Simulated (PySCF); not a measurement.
Compound: SnH2Me(NHEt), C₃H₁₁NSn.
Cartesian coordinates in Å at the PBE0-D3(BJ)/def2-SVP level; atoms count from 1:
```xyz
16
C3H11NSn angstrom
Sn     0.694    1.177    0.292
H      0.468    1.118    2.006
H      2.364    0.979   -0.057
C     -0.120    2.993   -0.507
H      0.426    3.861   -0.111
H     -1.180    3.088   -0.231
H     -0.034    2.983   -1.602
N     -0.241   -0.334   -0.722
C      0.093   -1.723   -0.498
C     -0.439   -2.338    0.792
H     -1.246   -0.199   -0.805
H     -0.267   -2.324   -1.356
H      1.193   -1.825   -0.521
H     -0.049   -1.809    1.677
H     -0.157   -3.400    0.880
H     -1.539   -2.280    0.829
```

Level of theory: PySCF, TDDFT wB97X-D/def2-SVPD, vertical, gas phase, core orbitals frozen in the response, def2 core potentials past Kr. Spin–orbit coupling is left out.

Computed states:

| state | E (eV) | f |
| --- | --- | --- |
| S1 | 5.65 | 0.031 |
| S2 | 6.18 | 0.0077 |
| S3 | 6.34 | 0.032 |
| S4 | 6.92 | 0.033 |
| S5 | 7.32 | 0.027 |
| S6 | 7.62 | 0.014 |
| S7 | 7.68 | 0.0043 |
| S8 | 7.84 | 0.0067 |
| S9 | 7.90 | 0.134 |
| S10 | 7.97 | 0.0036 |

Each state is given a Gaussian of 0.3 eV full width at half maximum, with ε(max) = 2.175×10⁸ f / Δν̃ (Δν̃ the width in cm⁻¹). The cross-section is σ = 3.8235×10⁻²¹ ε cm², given in Mb (10⁻¹⁸ cm²). The width is an assumption, not a result. The curve ends short of the highest state used, and states not computed would add to its high-energy end.

Q: Give the broadened spectrum and its maxima.

A: 
| E (eV) | σ (Mb) |
| --- | --- |
| 5.20 | 0.02 |
| 5.24 | 0.06 |
| 5.28 | 0.16 |
| 5.32 | 0.38 |
| 5.36 | 0.82 |
| 5.40 | 1.59 |
| 5.44 | 2.80 |
| 5.48 | 4.46 |
| 5.51 | 5.92 |
| 5.55 | 7.93 |
| 5.59 | 9.63 |
| 5.63 | 10.59 |
| 5.67 | 10.55 |
| 5.71 | 9.53 |
| 5.75 | 7.81 |
| 5.79 | 5.80 |
| 5.83 | 3.94 |
| 5.87 | 2.50 |
| 5.91 | 1.60 |
| 5.95 | 1.23 |
| 5.99 | 1.36 |
| 6.03 | 1.92 |
| 6.07 | 2.91 |
| 6.11 | 4.29 |
| 6.15 | 6.00 |
| 6.19 | 7.92 |
| 6.23 | 9.81 |
| 6.27 | 11.33 |
| 6.30 | 12.02 |
| 6.34 | 12.13 |
| 6.38 | 11.25 |
| 6.42 | 9.56 |
| 6.46 | 7.43 |
| 6.50 | 5.29 |
| 6.54 | 3.50 |
| 6.58 | 2.29 |
| 6.62 | 1.77 |
| 6.66 | 1.95 |
| 6.70 | 2.82 |
| 6.74 | 4.32 |
| 6.78 | 6.28 |
| 6.82 | 8.36 |
| 6.86 | 10.13 |
| 6.90 | 11.14 |
| 6.94 | 11.15 |
| 6.98 | 10.21 |
| 7.02 | 8.70 |
| 7.06 | 7.16 |
| 7.09 | 6.30 |
| 7.13 | 5.84 |
| 7.17 | 6.22 |
| 7.21 | 7.25 |
| 7.25 | 8.48 |
| 7.29 | 9.46 |
| 7.33 | 9.84 |
| 7.37 | 9.56 |

Maxima: 219 nm (5.65 eV), ε about 2800, made up of S1 (100%); 196 nm (6.32 eV), ε about 3200, made up of S2 (12%) and S3 (88%); 179 nm (6.92 eV), ε about 2900, made up of S4 (99%); 169 nm (7.33 eV), ε about 2600, made up of S5 (95%) (ε in L mol⁻¹ cm⁻¹; maxima over ε = 5, shares over 10%).

Q: Coming from long wavelengths, where does ε first pass 100 L mol⁻¹ cm⁻¹?

A: At about 233 nm (5.32 eV), 0.33 eV below S1.

Q: What would ε be at 6.32 eV, the highest of these maxima, with half the width (0.15 eV)?

A: About 5460 L mol⁻¹ cm⁻¹ against 3190, a factor of about 1.7; a lone state at its own centre would give exactly 2.

Q: On this curve, what absorbance would a 10⁻⁵ mol/L sample give at 193 nm over a 1 cm path?

A: 193 nm is 6.424 eV, where ε is about 2400 L mol⁻¹ cm⁻¹, so A = ε c l ≈ 0.024 (Beer–Lambert, with the gas-phase spectrum and the assumed width).

The vertical ionisation energy (ΔSCF) is 8.26 eV, 0.29 eV above S10.

One conformer stands for the species.
